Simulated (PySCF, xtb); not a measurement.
C₂H₁₃NSi₃, SMILES C[SiH](C)N[SiH2][SiH3].

GFN2-xTB (xtb 6.7.1) at its own geometry gives an orbital gap of 4.37 eV and a dipole moment of 0.67 D.

The structure is a stationary point at B3LYP-D3(BJ)/def2-SVP. This is a generated structure with no PubChem entry under its InChIKey; it may be hypothetical. Other conformers were not sampled.

### Question
What does CAM-B3LYP/def2-TZVP in PySCF give? (An estimate is asked for; the answer gives what the named calculation found.)

### Answer
gap 9.30 eV (levels -8.38 and 0.91 eV), dipole 0.88 D.
